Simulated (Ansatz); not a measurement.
The Cu atom. Total charge 0; spin multiplicity 2. For Cu the d shell is correlated and the shells below it are frozen. Scalar relativity is left out up to krypton.

Task: Give the diagnostics of a CCSD(T)/def2-TZVPP run (frozen core, Ansatz 0.2.0). (Estimate.)

Result: The calculation gave: T1 = 0.0224, largest single amplitude 0.065, largest double 0.023, (T) share of the correlation energy 3.9 %, 11 CCSD cycles. ⟨S²⟩ of the UHF reference is 0.752 against 0.75 for a pure state. T1 lies under the customary mark of 0.045 for open shells.
